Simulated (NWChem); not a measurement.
Species: CH4OZn; SMILES [CH3][Zn][OH]

```xyz
7

Zn     0.0170     0.0441     0.0070
C     -0.0037    -1.8834    -0.0094
H      0.9469    -2.2899    -0.3887
H     -0.8116    -2.2589    -0.6572
H     -0.1659    -2.2897     1.0011
O     -0.0836     1.8182    -0.0273
H      0.6902     2.2937     0.2877
```
Atoms are numbered in this order, from 1.

Level: PBE0/def2-SVP (NWChem), optimised geometry, unscaled harmonic frequencies. 

| frequency (cm⁻¹) | IR intensity (km/mol) |
|---|---|
| 6 | 100.1 |
| 143 | 10.8 |
| 147 | 0.8 |
| 543 | 1.3 |
| 654 | 94.1 |
| 701 | 42.2 |
| 706 | 89.5 |
| 738 | 33.1 |
| 1205 | 3.0 |
| 1429 | 2.1 |
| 1430 | 1.7 |
| 3059 | 7.6 |
| 3164 | 4.3 |
| 3166 | 4.7 |
| 3926 | 37.9 |

- zero-point energy = 30.0 kcal/mol
- thermal correction to the enthalpy at 298.15 K (with zero-point energy) = 34.2 kcal/mol
- heat capacity Cv = 16.6 cal/(mol K)
- entropy at 298.15 K and 1 atm (symmetry number 1) = 78.3 cal/(mol K)
- dipole moment = 1.78 D

Rigid rotor and harmonic oscillator; modes under 100 cm⁻¹ make the entropy uncertain.
